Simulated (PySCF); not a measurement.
# Atomic charges by several schemes

Compound: C₃H₅ClSe.
Structure used (PBE0-D3(BJ)/def2-SVP), in Å, numbered top down from 1:
```
atom  x, y, z in Å
C1    -1.204   -0.413    0.246
C2    -0.134    0.609    0.074
Se3   -0.401    2.340    0.294
C4     1.214    0.123   -0.368
Cl5    1.810   -1.267    0.601
H6    -0.898   -1.142    1.013
H7    -2.159    0.045    0.525
H8    -1.328   -0.988   -0.689
H9     1.962    0.921   -0.306
H10    1.148   -0.230   -1.411
```

Density: PBE0/pcSseg-1 (PySCF); schemes: Mulliken, IAO, Hirshfeld and ESP-fitted. Geometry: PBE0-D3(BJ)/def2-SVP, one conformer, isolated molecule. The calculation is non-relativistic, for selenium too.

Task: What partial charge does each atom carry?

Result: In e; atoms taken as equivalent share a row and are averaged (×n: the atom named and its like, n in all):

| atom | environment | Mulliken | IAO | Hirshfeld | ESP-fitted |
| --- | --- | --- | --- | --- | --- |
| C1 | methyl carbon | -0.147 | -0.427 | -0.125 | -0.320 |
| C2 | carbon bonded to 2 C and Se | -0.429 | -0.064 | +0.033 | +0.160 |
| Se3 | selenium bonded to C | +0.018 | -0.015 | -0.064 | -0.137 |
| C4 | sp3 C–Cl carbon | -0.099 | -0.250 | -0.041 | -0.257 |
| Cl5 | alkyl chlorine | -0.151 | -0.106 | -0.057 | -0.116 |
| H6/H7/H8 | methyl hydrogen | +0.148 | +0.167 | +0.050 | +0.120 |
| H9/H10 | methylene hydrogen | +0.182 | +0.180 | +0.052 | +0.154 |

Mean size of the charges over all atoms: IAO 0.172 e, ESP-fitted 0.166 e, Mulliken 0.165 e, Hirshfeld 0.057 e. Each set sums to the total charge, 0, to within 0.001 e. The IAO scheme counts the electrons in orthogonalised intrinsic atomic orbitals, a minimal basis polarised so that it spans the occupied orbitals exactly. The Mulliken scheme counts on each atom the diagonal of the density matrix times the overlap matrix over that atom's basis functions.

Some averages cover members that differ in this geometry: H6/H7/H8, ESP-fitted +0.081 to +0.146; H9/H10, ESP-fitted +0.128 to +0.181 e.

Lowest charge. The schemes don't all agree: Mulliken C2 (-0.429); IAO C1 (-0.427); Hirshfeld C1 (-0.125); ESP-fitted C1 (-0.320).

Highest charge. The schemes don't all agree: Mulliken H9/H10 (+0.182); IAO H9/H10 (+0.180); Hirshfeld H9/H10 (+0.052); ESP-fitted C2 (+0.160).

Task: How closely do the schemes follow one another over all atoms?

Result: Correlation coefficient and root-mean-square difference: Hirshfeld with ESP-fitted 0.95, 0.122 e; IAO with Hirshfeld 0.89, 0.150 e; IAO with ESP-fitted 0.89, 0.094 e; Mulliken with IAO 0.69, 0.155 e; Mulliken with Hirshfeld 0.47, 0.172 e; Mulliken with ESP-fitted 0.37, 0.208 e.

Task: How many electrons does the Mulliken scheme count on C2?

Result: Z − q = 6 − (-0.429) = 6.429.
